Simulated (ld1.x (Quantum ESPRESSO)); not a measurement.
**Hf (Z = 72): variants of one TM semilocal potential**

Base potential:

```json
{
 "Element": "Hf",
 "Generator": "ld1.x (Quantum ESPRESSO) 7.5",
 "Type": "norm-conserving Troullier–Martins (semilocal form)",
 "Functional": "PBEsol",
 "Relativity": "scalar-relativistic",
 "Frozen core": "[Kr] 4d10 4f14",
 "Valence charge": "12",
 "Reference configuration": "5s2 5p6 5d3 6s1 6p0",
 "Partial waves": "5s (bound): rc 1.15 bohr; 5d (bound): rc 1.65 bohr; 5p (bound): rc 2.15 bohr",
 "Local potential": "the p channel",
 "Core correction": "a·sin(br)/r model core, default radius (core density twice the valence density)"
}
```

Occupied shells without a wave of their own: 6s. They enter only through the test configuration that unscreens the potential, and ld1.x also counts them in the model core charge.

Cutoffs, loose and tight: the cutoffs (Ry, on a coarse ladder) from which the occupation-weighted sum of valence levels, in a spherical-Bessel basis at the reference potential, stays within 10 and 1 mRy of its value at 400 Ry. They do not see the model core or the augmentation charge, which bear on the density cutoff. Test errors are all-electron minus pseudo excitation energies from the reference, over the configurations 5s2 5p6 5d2 6s2 6p0; 5s2 5p6 5d2 6s1 6p0; 5s2 5p6 5d2 6s0 6p0; 5s2 5p5 5d2 6s2 6p0; 5s2 5p6 5d0 6s0 6p0; 5s2 5p6 5d1 6s2 6p0; 5s2 5p6 5d1 6s0 6p0. A dash means not determined; rows that change the core or the reference have their own tests.

With those shells counted twice in exchange and correlation these files are broken, and their errors move erratically; no question is asked of them.

A semilocal file is local in each channel, so a ghost entry of none says nothing of the separable form that plane-wave codes build from it.

The default core radius of the base comes out at 0.91 bohr.

| change | outcome | cutoff, loose | cutoff, tight | bound ghosts | largest test error (meV) |
| --- | --- | --- | --- | --- | --- |
| base | generated | 100 Ry | 180 Ry | none | -1292 |
| core correction none | generated | 100 Ry | 180 Ry | none | -264 |
| core correction a·sin(br)/r model core inside 0.60 bohr | generated | 100 Ry | 180 Ry | none | -1292 |
| core correction a·sin(br)/r model core inside 0.76 bohr | generated | 100 Ry | 180 Ry | none | -1292 |
| core correction a·sin(br)/r model core inside 1.02 bohr | generated | 100 Ry | 180 Ry | none | -1292 |
| core correction a·sin(br)/r model core inside 1.18 bohr | generated | 100 Ry | 180 Ry | none | -1294 |
| core correction a·sin(br)/r model core inside 1.40 bohr | generated | 100 Ry | 180 Ry | none | -1298 |
